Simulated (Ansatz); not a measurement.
`[SiH3][SiH](S)Br` and `N[SiH]([SiH3])Br` differ in one atom or group.

Ansatz, PBE0-D4/def2-TZVP geometries, multiplicity 1. Each molecule was computed in one conformer, which needn't be the lowest.

Scalar relativity is left out up to krypton. Spin–orbit coupling is left out; it splits and shifts lone-pair levels of the heavy atoms by tenths of an eV.

```tsv
property	`[SiH3][SiH](S)Br`
HOMO energy (B3LYP/def2-TZVPP) / eV	-7.55
size of the dipole moment (PBE/def2-TZVPP) / D	1.06
HOMO energy (PBE0/def2-TZVPP) / eV	-7.81
LUMO energy (ωB97M-V/def2-TZVPP) / eV	1.17
HOMO energy (PBE/def2-TZVPP) / eV	-6.59
HOMO–LUMO gap (B3LYP/def2-TZVPP) / eV	6.69
```

Question: Give the same properties after the change, and the shifts. (An estimate is asked.)

Answer: Computed: 
| property | `N[SiH]([SiH3])Br` | shift |
| --- | --- | --- |
| HOMO energy (B3LYP/def2-TZVPP) / eV | -7.52 | 0.03 |
| size of the dipole moment (PBE/def2-TZVPP) / D | 2.07 | 1.01 |
| HOMO energy (PBE0/def2-TZVPP) / eV | -7.74 | 0.07 |
| LUMO energy (ωB97M-V/def2-TZVPP) / eV | 1.38 | 0.21 |
| HOMO energy (PBE/def2-TZVPP) / eV | -6.50 | 0.09 |
| HOMO–LUMO gap (B3LYP/def2-TZVPP) / eV | 7.04 | 0.35 |

With PBE0 the HOMO rises by 0.07 eV and the LUMO rises by 0.39 eV, so the gap widens by about 0.32 eV. PBE moves the HOMO by 0.09 eV and ωB97M-V by 0.15 eV. The zero-point energy changes by 43.8 kJ/mol with +3 modes. Dipoles are sizes alone; their direction can turn.

Positive LUMOs are unbound, so they and the gaps depend on the basis.

B3LYP here is the variant with VWN-RPA as its local correlation; programs differ in this.
